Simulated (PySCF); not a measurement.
## Sn(17+): ionisation energy

Sn(17+) [Ar] 3d10 4s2 4p3 [4p1/2^2 4p3/2^1, M_J = 3/2] → Sn(18+) [Ar] 3d10 4s2 4p2 [4p1/2^2, M_J = 0], as a difference of total energies. Calculation: PySCF 2.14, in an uncontracted even-tempered set (18 s from 0.94 bohr⁻², ratio 2.8; 14 p from 1.2 bohr⁻², ratio 2.8; 9 d from 2.2 bohr⁻², ratio 2.8; 4 f from 7.1 bohr⁻², ratio 3); the two-component X2C-1e Hamiltonian. Correlated levels: [Ne] frozen; the 92 highest virtual spinors dropped. "Screened" scales the spin-orbit matrix elements by Boettger's factors to mimic the two-electron term; Breit and QED terms are absent.

```json
{"method": "GHF (screened spin-orbit)", "ionisation energy (eV)": "466.08"}
{"method": "GMP2 (screened spin-orbit)", "ionisation energy (eV)": "466.66"}
```

Task: How much does correlation contribute at GMP2 (screened spin-orbit)?

Result: 466.66 − (466.08) = 0.58 eV, measured against GHF (screened spin-orbit).

Breit and QED terms and the two-electron picture change are absent.

The labels give the starting determinants; with spin-orbit coupling the two ends relaxed to ⟨J²⟩ = 3.76, ⟨L²⟩ = 1.21, ⟨S²⟩ = 2.43 and ⟨J²⟩ = 0.00, ⟨L²⟩ = 1.34, ⟨S²⟩ = 1.34.

For comparison: 466 ± 3 eV (theoretical estimate listed by NIST; NIST Atomic Spectra Database, ionization energies).
